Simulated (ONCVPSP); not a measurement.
# ruthenium (Ru): one change to an ONCV potential, before and after

Ru (Z = 44), optimised norm-conserving Vanderbilt (ONCV), made with ONCVPSP 4.0.1 (PBE, scalar-relativistic). Core [Kr], reference 4d7 5s1. Waves: 5s: rc 2.60 bohr, ncon 5, nbas 8, qcut 2.2 1/bohr, 1 projector; p scattering state at 0.38 Ha: rc 2.30 bohr, ncon 4, nbas 7, qcut 4.3 1/bohr, 2 projectors, debl 2.6 Ha; 4d: rc 1.45 bohr, ncon 4, nbas 7, qcut 5.8 1/bohr, 2 projectors, debl 1.3 Ha. Local part: polynomial inside 1.35 bohr (lpopt 5, dvloc0 0 Ha). Core correction: none.

Change: p: debl 4.85.

Cutoffs: the cutoffs (Ha) at which the residual kinetic energy of the hardest occupied pseudo-wave falls to 1 and 0.1 mHa per electron; they do not see the model core or the augmentation charge, which bear on the density cutoff. Errors are all-electron minus pseudo energies relative to the spin-unpolarised reference configuration.

**Question.** What does the change do?

**Answer.** The potential gets neither clearly harder nor softer (60 Ha and 79 Ha → 60 Ha and 79 Ha); the bound ghosts move from p, s to s; the errors of the 3 common tests hardly move; the range in which the p phases agree narrows (upper end 4.5 → 2.1).

```csv
quantity,base,changed
"cutoff, loose",60 Ha,60 Ha
"cutoff, tight",79 Ha,79 Ha
bound ghosts,"s, p",s
GHOST(+) flags under 300 eV,none,p at 80.2 eV
tests with a reliable result,3 of 4,3 of 4
"error for 4d7 5s0, meV [ΔE 7.29 eV]",+9.1,+9.1
"error for 4d6 5s0, meV [ΔE 25.48 eV]",+56,+56
"error for 4d6 5s1, meV [ΔE 10.11 eV]",-19,-19
s: phases at 2.63 bohr within 0.05 rad from the reference energy up to (Ha; the scan ends near 5),0.8,0.8
p: phases at 2.34 bohr within 0.05 rad from the reference energy up to (Ha; the scan ends near 5),4.5,2.1
d: phases at 1.47 bohr within 0.05 rad from the reference energy up to (Ha; the scan ends near 5),to the end of the scan,to the end of the scan
```

 A true bound ghost makes a file unfit for plane-wave use even where its test errors are small: the radial tests pick states by their node count and pass the ghost by.
